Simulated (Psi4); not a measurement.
I4Ti (SMILES [I][Ti]([I])([I])[I]), singlet, geometry from GFN2-xTB (such geometries of metal compounds can be far from the true shape) (all electrons, no relativity); Psi4 with B3LYP/STO-3G.

Input for Psi4:
```
memory 2 GB

molecule mol {
0 1
  Ti   -0.000000    0.000000   -0.000000
  I     2.095241   -0.595467   -1.496032
  I     0.787832    0.442030    2.483275
  I    -1.173643    2.168196   -0.950901
  I    -1.709430   -2.014759   -0.036342
}

set basis sto-3g
set reference rks
set scf_type pk
set puream true
set d_convergence 1e-8
set dft_radial_points 99
set dft_spherical_points 590

energy('b3lyp')
print_variables()
```

Output, abridged:

```
   => Loading Basis Set <=

    Name: STO-3G
    Role: ORBITAL
    Keyword: BASIS

         ---------------------------------------------------------
                                   SCF
               by Justin Turney, Rob Parrish, Andy Simmonett
                          and Daniel G. A. Smith
                              RKS Reference
         ---------------------------------------------------------

  ==> Geometry <==

    Molecular point group: c1
    Full point group: C1

    Geometry (in Angstrom), charge = 0, multiplicity = 1:

       Center              X                  Y                   Z               Mass
    ------------   -----------------  -----------------  -----------------  -----------------
         TI          -0.000000000000     0.000000000000    -0.000000000000    47.947941980000
         I            2.095241000000    -0.595467000000    -1.496032000000   126.904471900000
         I            0.787832000000     0.442030000000     2.483275000000   126.904471900000
         I           -1.173643000000     2.168196000000    -0.950901000000   126.904471900000
         I           -1.709430000000    -2.014759000000    -0.036342000000   126.904471900000

  Running in c1 symmetry.

  Rotational constants: A =      0.00713  B =      0.00713  C =      0.00713 [cm^-1]
  Rotational constants: A =    213.86841  B =    213.86836  C =    213.86835 [MHz]
  Nuclear repulsion = 3000.842639465045067

  Charge       = 0
  Multiplicity = 1
  Electrons    = 234
  Nalpha       = 117
  Nbeta        = 117

  ==> Algorithm <==

  SCF Algorithm Type is PK.
  DIIS enabled.
  MOM disabled.
  Fractional occupation disabled.
  Guess Type is SAD.
  Energy threshold   = 1.00e-06
  Density threshold  = 1.00e-08
  Integral threshold = 1.00e-12

  ==> Primary Basis <==

  Basis Set: STO-3G
    Blend: STO-3G
    Number of shells: 52
    Number of basis functions: 126
    Number of Cartesian functions: 135
    Spherical Harmonics?: true
    Max angular momentum: 2

  ==> DFT Potential <==

   => LibXC <=

    Version 7.1.2
    S. Lehtola, C. Steigemann, M. J. T. Oliveira, and M. A. L. Marques,  SoftwareX 7, 1–5 (2018) (10.1016/j.softx.2017.11.002)

   => Composite Functional: B3LYP <=

    B3LYP Hyb-GGA Exchange-Correlation Functional

    P. J. Stephens, F. J. Devlin, C. F. Chabalowski, and M. J. Frisch,  J. Phys. Chem. 98, 11623 (1994) (10.1021/j100096a001)

    Deriv               =              1
    GGA                 =           TRUE
    Meta                =          FALSE

    Exchange Hybrid     =           TRUE
    MP2 Hybrid          =          FALSE

   => Exchange Functionals <=

    0.0800   Slater exchange
    0.7200         Becke 88

   => Exact (HF) Exchange <=

    0.2000               HF

   => Correlation Functionals <=

    0.1900   Vosko, Wilk & Nusair (VWN5_RPA)
    0.8100   Lee, Yang & Parr

   => LibXC Density Thresholds  <==

    XC_HYB_GGA_XC_B3LYP:  1.00E-15

   => Molecular Quadrature <=

    Radial Scheme          =       TREUTLER
    Pruning Scheme         =           NONE
    Nuclear Scheme         =       TREUTLER

    Blocking Scheme        =         OCTREE
    BS radius alpha        =              1
    Pruning alpha          =              1
    Radial Points          =             99
    Spherical Points       =            590
    Total Points           =         248958
    Total Blocks           =           1966
    Max Points             =            256
    Max Functions          =             68
    Weights Tolerance      =       1.00E-15

  ==> Integral Setup <==

  Using in-core PK algorithm.
   Calculation information:
      Number of atoms:                   5
      Number of AO shells:              52
      Number of primitives:            156
      Number of atomic orbitals:       135
      Number of basis functions:       126

      Integral cutoff                 1.00e-12
      Number of threads:                 1

  Performing in-core PK
  Using 64024002 doubles for integral storage.
  We computed 290674 shell quartets total.
  Whereas there are 950131 unique shell quartets.

  ==> DiskJK: Disk-Based J/K Matrices <==

    J tasked:                  Yes
    K tasked:                  Yes
    wK tasked:                  No
    Schwarz Cutoff:          1E-12

  Minimum eigenvalue in the overlap matrix is 2.6402859771E-01.
  Reciprocal condition number of the overlap matrix is 1.3751190219E-01.
    Using symmetric orthogonalization.

  ==> Pre-Iterations <==

  SCF Guess: Superposition of Atomic Densities via on-the-fly atomic UHF (no occupation information).

   -------------------------
    Irrep   Nso     Nmo
   -------------------------
     A        126     126
   -------------------------
    Total     126     126
   -------------------------

  ==> Iterations <==

                        Total Energy        Delta E     RMS |[F,P]|

   @RKS iter SAD: -28248.07416867778738   -2.82481e+04   0.00000e+00
   @RKS iter   1: -28251.79866296623368   -3.72449e+00   5.66271e-03 DIIS/ADIIS
   @RKS iter   2: -28238.57681139701890    1.32219e+01   2.83553e-02 DIIS/ADIIS
   @RKS iter   3: -28252.36788659484591   -1.37911e+01   1.85228e-03 DIIS/ADIIS
   @RKS iter   4: -28252.38845379283521   -2.05672e-02   1.22935e-03 DIIS/ADIIS
   @RKS iter   5: -28252.40523650344403   -1.67827e-02   7.20636e-05 DIIS
   @RKS iter   6: -28252.40529686128502   -6.03578e-05   1.81238e-06 DIIS
   @RKS iter   7: -28252.40529691061602   -4.93310e-08   1.67798e-07 DIIS
   @RKS iter   8: -28252.40529691126721   -6.51198e-10   9.93924e-08 DIIS
   @RKS iter   9: -28252.40529691138363   -1.16415e-10   3.92713e-08 DIIS
   @RKS iter  10: -28252.40529691141637   -3.27418e-11   2.08647e-09 DIIS
  Energy and wave function converged.

  ==> Post-Iterations <==

   Electrons on quadrature grid:
      Ntotal   =  233.9999998521 ; deviation = -1.479e-07

    Orbital Energies [Eh]
    ---------------------

    Doubly Occupied:

[...]
    Virtual:

[...]
    Final Occupation by Irrep:
              A
    DOCC [   117 ]
    NA   [   117 ]
    NB   [   117 ]

  @RKS Final Energy: -28252.40529691141637

   => Energetics <=

    Nuclear Repulsion Energy =           3000.8426394650450675
    One-Electron Energy =              -44906.3285263543584733
    Two-Electron Energy =               14253.0831109521386679
    DFT Exchange-Correlation Energy =    -600.0025209742404968
    Empirical Dispersion Energy =           0.0000000000000000
    VV10 Nonlocal Energy =                  0.0000000000000000
    Total Energy =                     -28252.4052969114163716

Computation Completed

Properties will be evaluated at   0.000000,   0.000000,   0.000000 [a0]

Properties computed using the SCF density matrix

 Multipole Moments:

 ------------------------------------------------------------------------------------
     Multipole            Electronic (a.u.)      Nuclear  (a.u.)        Total (a.u.)
 ------------------------------------------------------------------------------------

 L = 1.  Multiply by 2.5417464519 to convert [e a0] to [Debye]
 Dipole X            :         -0.0000060            0.0000000           -0.0000060
 Dipole Y            :         -0.0000001            0.0000000           -0.0000001
 Dipole Z            :          0.0000003           -0.0000000            0.0000003
 Magnitude           :                                                    0.0000060

 ------------------------------------------------------------------------------------

  Variable Map:
  ----------------------------------------------------------------------------
[...]
  Array Variable Map:
  ----------------------------------------------------------------------------
[...]
[...]
```
